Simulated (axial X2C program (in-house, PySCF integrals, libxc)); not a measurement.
# Spin–orbit splitting of π states down a group (EOM-EA-CCSD)

Calculated with an axial X2C code built on PySCF integrals: two-component X2C with atomic mean-field Coulomb and Gaunt terms, Dyall basis sets with cores contracted in-house.

The first pair of π-type roots with Ω = 1/2 and 3/2, reached by adding an electron to a closed-shell reference; vertical energies, inner shells frozen. Splitting means E(3/2) − E(1/2).

Basis sets: As dyall-acv3z, H dyall-av3z, N dyall-av3z, P dyall-av3z, Sb dyall-acv3z. Correlated electrons in EOM-CCSD (inner shells frozen, about 90 virtual spinors): NH²⁺ 4, PH²⁺ 4, AsH²⁺ 4, SbH²⁺ 14.

| species | reference | R (Å) | main character | spinor gap ε(3/2) − ε(1/2), HF (cm⁻¹) |
| --- | --- | --- | --- | --- |
| NH⁺ | NH²⁺ | 1.100 | 88% N pπ, 6% H dπ | 80 |
| PH⁺ | PH²⁺ | 1.439 | 83% P pπ, 9% H pπ | 290 |
| AsH⁺ | AsH²⁺ | 1.534 | 83% As pπ, 9% H pπ | 1500 |
| SbH⁺ | SbH²⁺ | 1.715 | 85% Sb pπ, 9% H pπ | 3420 |

Question: Should these pairs be regular or inverted?

Answer: Regular: one electron outside a closed shell puts Ω = 1/2 lowest, with the sign of the spinor gap.

EOM-EA-CCSD gives:

```csv
species,binding Ω = 1/2 (eV),binding Ω = 3/2 (eV),splitting (cm⁻¹),lowest root?
NH⁺,26.624,26.615,79,yes
PH⁺,18.908,18.869,310,yes
AsH⁺,17.848,17.664,1487,yes
SbH⁺,16.246,15.824,3404,yes
```

A negative binding energy means unbound at this level; the spinor gap is withheld where the HF spinor is unbound or of another character. A small p share on a heavy partner can supply much of the splitting, and mixing of Ω = 1/2 with σ states shifts it further.

Question: With what power of Z of the atom that holds the π orbital does the splitting grow here (least-squares line in log–log)?

Answer: About Z^1.9 on average, though single steps scatter about that; valence splittings grow roughly as Z², far more slowly than the Z⁴ of hydrogen-like ions, because inner shells screen the nucleus.

States that need a further excitation are missing; levels can be off by some tenths of an eV, splittings by less.
